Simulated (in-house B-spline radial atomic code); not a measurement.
Configurations of Ce⁵⁺, with energies counted from [Kr] 4d10 5s2 (5p1/2)2 (5p3/2)3. Computed with an all-electron radial atomic-structure program (B-spline basis): Dirac-Hartree-Fock, average of each configuration as written, Fermi nucleus of rms radius 4.8771 fm. Energies include first-order Breit, QED and recoil terms.

Occupations are held fixed; configurations that lie above the ionisation limit could autoionise.

| configuration | E - E(ref) (eV) | highest orbital | its <r> (bohr) |
| --- | --- | --- | --- |
| [Kr] 4d10 5s2 (5p1/2)1 (5p3/2)4 | 3.3128 | 5p3/2 | 1.63 |
| [Kr] 4d10 5s2 (5p3/2)4 (9d5/2)1 | 76.214 | 9d5/2 | 12.72 |
| [Kr] 4d10 5s1 (5p1/2)2 (5p3/2)3 (8g7/2)1 | 93.891 | 8g7/2 | 14.01 |
| [Ar] (3d3/2)3 (3d5/2)6 4s2 4p6 4d10 5s2 (5p1/2)2 (5p3/2)3 (8g7/2)1 | 970.62 | 8g7/2 | 14.01 |

(1) Order these further configurations by energy, lowest first.
A. [Ar] (3d3/2)3 (3d5/2)6 4s2 4p6 4d10 5s2 (5p1/2)2 (5p3/2)3 (8p1/2)1
B. [Kr] 4d10 5s2 (5p3/2)4 (8g9/2)1
C. [Kr] 4d10 5s2 (5p1/2)2 (5p3/2)2 (9f5/2)1
D. [Kr] 4d10 5s2 (5p1/2)2 (5p3/2)2 (8p1/2)1
E. [Kr] 4d10 5s2 (5p3/2)4 (9g9/2)1

Results:

(1) D (62.686 eV), C (70.513 eV), B (77.757 eV), E (79.395 eV), A (962.97 eV).
